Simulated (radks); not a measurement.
The numbers below are computed, except where a source is named.
Ce2+, configuration [Xe] 4f1 5d1 (not the ground configuration). Level of theory: Dirac Kohn-Sham, PBE, spin-unpolarised, spherical densities, finite nucleus; open shells fill j = l - 1/2 first; Fermi nuclear charge, rms radius 4.8771 fm (a radial shooting solver on a logarithmic mesh with Libxc functionals).

Unscreened Slater integrals over Kohn-Sham orbitals (cm^-1). Large and small components are both included. Empty in this configuration: 4f7/2.

integral          value
F0(5d3/2,5d3/2)   78599
F2(5d3/2,5d3/2)   41088
F0(5d3/2,4f5/2)   98681
F2(5d3/2,4f5/2)   28310
G1(5d3/2,4f5/2)   16301
G3(5d3/2,4f5/2)   12456
F0(5d3/2,5p3/2)   90452
F2(5d3/2,5p3/2)   44040
G1(5d3/2,5p3/2)   51815
G3(5d3/2,5p3/2)   32046
F0(5d3/2,5p1/2)   91590
G1(5d3/2,5p1/2)   49217
F0(5d3/2,4f7/2)   98545
F2(5d3/2,4f7/2)   28519
G3(5d3/2,4f7/2)   12669
G5(5d3/2,4f7/2)  9470.8
F0(4f5/2,4f5/2)  189380
F2(4f5/2,4f5/2)   87758
F4(4f5/2,4f5/2)   54610
F0(4f5/2,5p3/2)  130600
F2(4f5/2,5p3/2)   48714
G2(4f5/2,5p3/2)   28399
G4(4f5/2,5p3/2)   21433
F0(4f5/2,5p1/2)  135200
G2(4f5/2,5p1/2)   31445
F0(4f5/2,4f7/2)  188480
F2(4f5/2,4f7/2)   87300
F4(4f5/2,4f7/2)   54317
G2(4f5/2,4f7/2)   87179
G4(4f5/2,4f7/2)   54245
G6(4f5/2,4f7/2)   38897
F0(5p3/2,5p3/2)  111520
F2(5p3/2,5p3/2)   60281
F0(5p3/2,5p1/2)  113950
G2(5p3/2,5p1/2)   61192
F0(5p3/2,4f7/2)  130310
F2(5p3/2,4f7/2)   48900
G2(5p3/2,4f7/2)   28768
G4(5p3/2,4f7/2)   21667
F0(5p1/2,5p1/2)  116610
F0(5p1/2,4f7/2)  134880
G4(5p1/2,4f7/2)   23765
F0(4f7/2,4f7/2)  187590
F2(4f7/2,4f7/2)   86852
F4(4f7/2,4f7/2)   54031
F6(4f7/2,4f7/2)   38741
